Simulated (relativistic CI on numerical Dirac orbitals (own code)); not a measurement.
# Pd8+: sensitivity of the levels to the model

Base calculation: Dirac-Coulomb-Breit CI, separate exchange-only KLI orbitals for each configuration, a model potential for QED, unscaled Slater integrals.

Configurations in the expansion (outside the closed core [Ar] 3d10): 4s²4p⁶4d², 4s²4p⁶4d4f, 4s²4p⁵4d³, 4s²4p⁶4d5s, 4s²4p⁶4d5p, 4s4p⁶4d³, 4s²4p⁶5s5p, 4s²4p⁵4d²4f, 4s²4p⁶4f5s, 4s²4p⁶4d5d, 4s²4p⁶4d6s, 4s²4p⁶4f², 4s²4p⁵4f³, 4s²4p⁶5s², 4s²4p⁵4f5s², 4s²4p⁶5p², 4s²4p⁵4f5p², 4s²4p⁶4f5p, 4s²4p⁵4f²5p. Double excitations out of closed p, d and f shells are left out; levels of such configurations are missing from the list, as are those of other unlisted configurations, and high levels can miss mixing partners.

The lowest level and the first level of each name with at least 55 % of one term (blank where a level has no safe partner in the second run):

```csv
Level,Base (cm⁻¹),Shift (cm⁻¹)
4s²4p⁶4d² ³F2,0,0
4s²4p⁶4d² ³F3,4364,-12
4s²4p⁶4d² ³F4,8939,+13
4s²4p⁶4d² ³P0,18534,+1757
4s²4p⁶4d² ¹D2,18689,+998
4s²4p⁶4d² ³P1,20466,+1788
4s²4p⁶4d² ³P2,25813,+1278
4s²4p⁶4d² ¹G4,28722,+1305
4s²4p⁶4d² ¹S0,69789,-2561
4s²4p⁶4d5s ³D1,326998,
4s²4p⁶4d5s ³D2,328367,
4s²4p⁶4d5s ³D3,333298,
4s²4p⁶4d5s ¹D2,338144,
4s²4p⁵4d³ ⁵S°2,410416,
```

At this charge configurations can still be misplaced by up to about 7 % of their energy. Terms inside the open d or f shell come out 10 to 20 % too wide with unscaled integrals.

Q: One thing was changed in a second run, which moved the levels as shown. Which?
A. only the first configuration
B. QED terms removed
C. Breit term removed

A: A. Only the first configuration. With fewer configurations the levels that remain lose their mixing partners.

LS names give the leading component of a level, which can be under half, so a name can repeat, a term be missing and a line seem to break the LS rules.
